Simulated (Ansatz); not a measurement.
Si(F)2(Cl)(Me) (CH₃ClF₂Si), SMILES C[Si](F)(F)Cl.

Geometry: PBE0-D3(BJ)/def2-SVP.

Two levels are set side by side: PBE/def2-SVPD (Ansatz, a first-principles code) and CAM-B3LYP/def2-SVPD (Ansatz). Energy differences of separate SCF runs at the same geometry; the states with an electron removed or added have multiplicity 2 and 2. Differences are taken from unrounded values.

| quantity | CAM-B3LYP | PBE | PBE minus CAM-B3LYP |
|---|---|---|---|
| vertical ionisation energy (eV) | 12.32 | 11.67 | -0.64 |
| vertical singlet–triplet gap (eV) | 8.58 | 7.81 | -0.76 |
